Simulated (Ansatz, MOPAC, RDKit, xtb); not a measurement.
Complex: H2O (SMILES O) (first 3 atoms) with CH4S (SMILES CS); geometry from B3LYP-D3(BJ)/def2-TZVP, rigid monomers moved along the line of their centres of mass till O1···H9 is 1.98 Å.
(charge 0, multiplicity 1):
```xyz
9

O     -0.03099     0.48259     0.03750
H     -0.75444     0.09814    -0.46915
H      0.77516     0.20624    -0.41158
C     -0.28587     0.88105     3.98621
S     -0.12624    -0.72494     3.13774
H     -1.19320     1.39831     3.68107
H     -0.34462     0.66594     5.05181
H      0.58199     1.51092     3.80172
H     -0.07339    -0.23790     1.88355
```

Counterpoise-corrected where a basis set is named; no monomer relaxation. RDKit's UFF carries no charges.

Frozen-core correlation. The state that PM7 reach isn't checked; PM7 holds dispersion and hydrogen-bond terms.

The values were computed with Ansatz (a program for electronic structure); MOPAC for PM7 (differences of heats of formation); RDKit for the force fields; xtb for the GFN methods. 

One of these levels gives 12.86 kcal/mol for the interaction energy. Which?
(A) UFF
(B) SCS-MP2/aug-cc-pV(D+d)Z
(C) GFN1-xTB
(D) PM7

A, UFF. The others give -2.26 (PM7), -1.59 (GFN1-xTB), -0.53 (SCS-MP2/aug-cc-pV(D+d)Z)
